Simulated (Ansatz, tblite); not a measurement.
Removing an electron: cyclo-(H2SiNH)2 (Si2N2H6). Charge 0, multiplicity 1. Geometry: PBE-D4/def2-SVP. Ansatz, gas phase; energy differences of separate SCF runs; the oxidised species was run as a doublet alone.

```tsv
atom	x (Å)	y (Å)	z (Å)
Si1	0.592	-1.086	0.319
H2	0.596	-1.742	1.680
H3	1.423	-1.959	-0.591
N4	-0.980	-0.634	-0.336
Si5	-0.592	1.086	-0.320
H6	-1.423	1.959	0.591
H7	-0.596	1.742	-1.680
N8	0.980	0.634	0.336
H9	-1.609	-1.155	-0.945
H10	1.609	1.155	0.946
```

The xTB rows come from tblite.

```json
{"level": "GFN1-xTB", "−HOMO (eV)": "10.78", "vertical IE (eV)": "13.66", "−LUMO (eV)": "5.13", "HOMO–LUMO gap (eV)": "5.65"}
{"level": "GFN2-xTB", "−HOMO (eV)": "9.95", "vertical IE (eV)": "12.92", "−LUMO (eV)": "5.64", "HOMO–LUMO gap (eV)": "4.31"}
{"level": "PBE-D4/def2-TZVP", "−HOMO (eV)": "6.00", "vertical IE (eV)": "8.85", "−LUMO (eV)": "1.26", "HOMO–LUMO gap (eV)": "4.74"}
{"level": "r2SCAN-D4/def2-TZVP", "−HOMO (eV)": "6.29", "vertical IE (eV)": "9.01", "−LUMO (eV)": "0.86", "HOMO–LUMO gap (eV)": "5.42"}
{"level": "PBE0-D4/def2-TZVP", "−HOMO (eV)": "7.30", "vertical IE (eV)": "9.28", "−LUMO (eV)": "0.40", "HOMO–LUMO gap (eV)": "6.90"}
```

 Raw xTB energy differences between charge states are shifted by several eV; the methods need an empirical correction for them.
